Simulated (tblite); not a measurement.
A geometry optimisation, step by step.

C₅H₁₂NPS.
SMILES with atom numbers: `[CH3:1][NH:2][P:3]1[CH2:4][CH2:5][S:6][CH2:7][CH2:8]1` (hydrogens: H9, H10, H11 on C1; H12 on N2; H13, H14 on C4; H15, H16 on C5; H17, H18 on C7; H19, H20 on C8)

Computed with GFN2-xTB (tblite), gas phase: L-BFGS steps from a force-field or distance-geometry start until the largest atomic force falls under 0.01 eV/Å. 3 of its 59 geometries are shown.

Step 0: E = -694.2631 eV, largest atomic force 1.092 eV/Å
```
atom  x, y, z in Å  |  force x, y, z in eV/Å
C1      2.969    0.033    0.473   -0.256   0.188   0.115
N2      1.805    0.626   -0.217    0.778  -0.697  -0.318
P3      0.315    0.503    0.594   -0.739   0.288   0.654
C4     -0.117   -1.253    0.193   -0.124  -0.498   0.545
C5     -1.595   -1.561    0.459    0.223   0.115  -0.055
S6     -2.718   -0.747   -0.750    0.405   0.134   0.261
C7     -2.252    1.004   -0.464    0.234   0.095   0.320
C8     -0.766    1.288   -0.703   -0.200  -0.099  -0.174
H9      2.841   -1.044    0.637   -0.223   0.316  -0.064
H10     3.150    0.522    1.440    0.070  -0.188  -0.071
H11     3.849    0.164   -0.151    0.056   0.059  -0.101
H12     2.034    1.592   -0.416   -0.126   0.200  -0.038
H13     0.148   -1.510   -0.821    0.069   0.057  -0.499
H14     0.491   -1.902    0.853   -0.213   0.167  -0.096
H15    -1.903   -1.267    1.467    0.071   0.158  -0.116
H16    -1.763   -2.637    0.369   -0.133   0.101  -0.170
H17    -2.555    1.285    0.558    0.167  -0.213  -0.211
H18    -2.852    1.597   -1.153   -0.080  -0.149  -0.109
H19    -0.606    2.369   -0.665   -0.032   0.066   0.058
H20    -0.477    0.949   -1.705    0.054  -0.101   0.067
```

Step 29: E = -694.3653 eV, largest atomic force 0.042 eV/Å
```
atom  x, y, z in Å  |  force x, y, z in eV/Å
C1      2.950    0.053    0.457   -0.011  -0.001   0.002
N2      1.779    0.605   -0.217    0.001  -0.011   0.007
P3      0.292    0.505    0.658    0.005  -0.012  -0.013
C4     -0.114   -1.265    0.222    0.011   0.014   0.007
C5     -1.589   -1.544    0.446    0.018  -0.011  -0.004
S6     -2.637   -0.743   -0.807   -0.018   0.001  -0.005
C7     -2.220    0.992   -0.455    0.009   0.008  -0.012
C8     -0.747    1.280   -0.679    0.011  -0.003   0.009
H9      2.777   -1.005    0.643   -0.009   0.006   0.012
H10     3.176    0.540    1.411    0.038  -0.005  -0.016
H11     3.815    0.148   -0.201   -0.021   0.018   0.003
H12     1.952    1.584   -0.443   -0.002  -0.016   0.001
H13     0.167   -1.448   -0.820    0.011  -0.005   0.021
H14     0.475   -1.925    0.866   -0.013   0.004  -0.003
H15    -1.917   -1.195    1.428    0.008  -0.006  -0.009
H16    -1.807   -2.608    0.354   -0.012  -0.014   0.008
H17    -2.517    1.206    0.575    0.005   0.003  -0.018
H18    -2.842    1.574   -1.135   -0.018   0.009   0.005
H19    -0.581    2.363   -0.656   -0.011  -0.005   0.000
H20    -0.419    0.894   -1.649   -0.001   0.026   0.005
```

Step 58: E = -694.3688 eV, largest atomic force 0.009 eV/Å
```
atom  x, y, z in Å  |  force x, y, z in eV/Å
C1      2.956    0.057    0.441    0.004  -0.003   0.000
N2      1.768    0.598   -0.207    0.002  -0.002   0.002
P3      0.289    0.501    0.679    0.003  -0.001   0.005
C4     -0.116   -1.270    0.246   -0.006  -0.001  -0.004
C5     -1.596   -1.552    0.428   -0.005   0.003  -0.002
S6     -2.615   -0.746   -0.846    0.002   0.003   0.006
C7     -2.218    0.989   -0.465   -0.003   0.001   0.002
C8     -0.744    1.294   -0.654   -0.002  -0.001   0.000
H9      2.765   -0.980    0.710    0.000   0.003   0.007
H10     3.256    0.599    1.344   -0.001  -0.003  -0.006
H11     3.783    0.083   -0.271   -0.001  -0.002   0.004
H12     1.935    1.572   -0.454   -0.002  -0.002  -0.001
H13     0.198   -1.464   -0.784    0.006   0.001  -0.001
H14     0.451   -1.926    0.914    0.004   0.005  -0.006
H15    -1.949   -1.209    1.403    0.001   0.004  -0.002
H16    -1.812   -2.616    0.327    0.005   0.002  -0.002
H17    -2.538    1.189    0.560   -0.003  -0.005   0.004
H18    -2.833    1.575   -1.149   -0.002  -0.001  -0.002
H19    -0.592    2.377   -0.597   -0.001  -0.002  -0.004
H20    -0.395    0.941   -1.628   -0.001   0.000  -0.002
```

**Question.** Summarise the path.

**Answer.** The energy falls by 2.44 kcal/mol from step 0 to step 58; nine tenths of that is first reached at step 12. It falls at every step. The largest force goes from 1.092 to 0.009 eV/Å. Among the bonds N2–P3 changes most, from 1.701 to 1.727 Å; the atoms move by 0.093 Å rms after alignment.

What follows is the cost of the whole relaxation. Time: 0.45 s wall. Hardware: one thread, Arm Neoverse V1 (aarch64), shared host with 32 logical CPUs at a one-minute load of 9.5.
